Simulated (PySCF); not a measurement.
A structure optimised at PBE-D3(BJ)/def2-SVP, used in a PySCF frequency run:

```xyz
11

Si     1.0896    -0.7335     0.3149
F      2.3672    -0.4974    -0.6584
F      0.0996    -1.7617    -0.4767
O      0.2941     0.6743     0.5798
Si    -1.1220     1.3882    -0.0536
N     -2.5483     0.4255     0.0840
H      1.5522    -1.3568     1.5770
H     -0.8759     1.6400    -1.5094
H     -1.3145     2.6355     0.7464
H     -2.9935     0.2986     0.9960
H     -2.6313    -0.4251    -0.4793
```
Charge 0, spin multiplicity 1.

Q: Write its SMILES and formula.

A: N[SiH2]O[SiH](F)F, F2H5NOSi2

Q: What are its rotational constants (standard atomic weights)?

A: 4.2940, 1.3404, 1.1357 GHz
